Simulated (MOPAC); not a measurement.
Job for MOPAC: PM6 on YC, 2S+1 = 4, a spin state set in the input, which need not be the lowest, a point of a bond scan (R = 2.119 Å).

```
PM6 1SCF PRECISE CHARGE=0 UHF MS=1.5 THREADS=1
CY

Y      0.00000000 1     0.00000000 1     0.00000000 1
C      0.00000000 1     0.00000000 1     2.11863000 1
```

The log:

```
*******************************************************************************
 **                                                                           **
 **                              MOPAC v23.2.5                                **
 **                                                                           **
 *******************************************************************************
 ** MOPAC's Digital Object Identifier: https://doi.org/10.5281/zenodo.6511958 **
 **                                                                           **
 ** Please cite the open-source release paper for use of this MOPAC version:  **
 ** J. E. Moussa and J. J. P. Stewart (2026)                                  **
 ** MOPAC: An open-source semiempirical molecular orbital program             **
 ** J. Open Source Softw., 11(119), 8025, https://doi.org/10.21105/joss.08025 **
 *******************************************************************************

                              PM6 CALCULATION RESULTS

 *******************************************************************************
 *  PM6        - The PM6 Hamiltonian to be used
 *  UHF        - UNRESTRICTED HARTREE-FOCK CALCULATION
 *
 *
 *
 *                 CHARGE ON SYSTEM = 0
 *
 *
 *
 *  MS=        - IN MECI, MAGNETIC COMPONENT OF SPIN =  1.5
 *  PRECISE    - TIGHTER CRITERIA TO BE USED
 *  1SCF       - DO 1 SCF AND THEN STOP
 *  THREADS=1  - MULTI-THREADING NOT USED
 *  T=         - A TIME OF 172800.0 SECONDS REQUESTED
 *  DUMP=N     - RESTART FILE WRITTEN EVERY 7200.0 SECONDS REQUESTED
 *******************************************************************************
PM6 1SCF PRECISE CHARGE=0 UHF MS=1.5 THREADS=1
 CY

   ATOM   CHEMICAL          X               Y               Z
  NUMBER   SYMBOL      (ANGSTROMS)     (ANGSTROMS)     (ANGSTROMS)

     1       Y          0.00000000  *   0.00000000  *   0.00000000  *
     2       C          0.00000000  *   0.00000000  *   2.11863000  *



          CARTESIAN COORDINATES

    NO.       ATOM           X           Y           Z

     1         Y          0.0000      0.0000      0.0000
     2         C          0.0000      0.0000      2.1186

 General Reference for PM6:
 "Optimization of Parameters for Semiempirical Methods V: Modification of NDDO Approximations
 and Application to 70 Elements", J. J. P. Stewart, J. Mol. Mod., 13, 1173-1213 (2007)
 URL: https://link.springer.com/article/10.1007/s00894-007-0233-4

           Empirical Formula: C Y  =     2 atoms



      MOLECULAR POINT GROUP   :   C*v


          UHF CALCULATION, NO. OF ALPHA ELECTRONS =    5
                           NO. OF BETA  ELECTRONS =    2

 -------------------------------------------------------------------------------
 PM6 1SCF PRECISE CHARGE=0 UHF MS=1.5 THREADS=1
 CY



     1SCF WAS SPECIFIED, SO BFGS WAS NOT USED
     SCF FIELD WAS ACHIEVED


                              PM6 CALCULATION
                                                       MOPAC v23.2.5 Linux




          FINAL HEAT OF FORMATION =        149.92751 KCAL/MOL =     627.29669 KJ/MOL


          COSMO AREA              =        148.34 SQUARE ANGSTROMS
          COSMO VOLUME            =        167.96 CUBIC ANGSTROMS

          IONIZATION POTENTIAL    =          6.096867 EV
          ALPHA SOMO LUMO (EV)    =         -6.097 -0.061
          BETA  SOMO LUMO (EV)    =         -6.107 -0.535
          NO. OF ALPHA ELECTRONS  =          5
          NO. OF BETA  ELECTRONS  =          2
          MOLECULAR WEIGHT        =        100.9169         POINT GROUP:  C*v

          MOLECULAR DIMENSIONS (Angstroms)

            Atom       Atom       Distance
            C     2    Y     1     2.11863
            C     2    Y     1     0.00000
            Y     1    C     2     0.00000


          SCF CALCULATIONS        =          1





   ATOM   CHEMICAL          X               Y               Z
  NUMBER   SYMBOL      (ANGSTROMS)     (ANGSTROMS)     (ANGSTROMS)

     1       Y          0.00000000  *   0.00000000  *   0.00000000  *
     2       C          0.00000000  *   0.00000000  *   2.11863000  *

                             CARTESIAN COORDINATES

   1    Y        0.000000000     0.000000000     0.000000000
   2    C        0.000000000     0.000000000     2.118630000


           Empirical Formula: C Y  =     2 atoms



      MOLECULAR POINT GROUP   :   C*v


          ALPHA EIGENVALUES
 -18.00216  -9.58932  -9.39743  -9.39743  -6.09687  -0.06097  -0.06097   0.69482
   0.69482   1.35035   1.35035   1.40286   4.60651


           BETA EIGENVALUES
 -15.98602  -6.10728  -0.53520  -0.02661  -0.02661   0.74285   0.74285   0.92897
   0.92897   1.99656   3.87808   3.87808   5.32395


              NET ATOMIC CHARGES AND DIPOLE CONTRIBUTIONS

  ATOM NO.   TYPE          CHARGE      No. of ELECS.   s-Pop       p-Pop       d-Pop
    1          Y           0.071557        2.9284     1.53401     0.60476     0.78968
    2          C          -0.071557        4.0716     1.60161     2.46995
 DIPOLE           X         Y         Z       TOTAL
 POINT-CHG.     0.000     0.000    -0.728     0.728
 HYBRID         0.000     0.000    -0.357     0.357
 SUM            0.000     0.000    -1.085     1.085


          ATOMIC ORBITAL ELECTRON POPULATIONS

     Atom    s        px        py        pz      x^2-y^2     xz        z^2       yz        xy
    1  Y   1.53401   0.05974   0.05974   0.48527   0.00000   0.15035   0.48897   0.15035   0.00000
    2  C   1.60161   0.78990   0.78990   0.89014


                    (SZ)    =    1.500000
                    (S**2)  =    4.401319


          ATOMIC ORBITAL SPIN POPULATIONS

    Atom   Total    s     px     py     pz   x^2-y^2  xz     z^2    yz     xy
         Atomic
    1  Y  0.4848  0.270  0.060  0.060 -0.217 -0.000  0.150  0.011  0.150  0.000
    2  C  2.5152  0.083  0.790  0.790  0.852

 **********************
 *                    *
 * JOB ENDED NORMALLY *
 *                    *
 **********************




 == MOPAC DONE ==
```

The run finished. Its determinant has ⟨S²⟩ = 4.40, a mixture of spin states.

Cost: roughly 0.04 core-seconds.
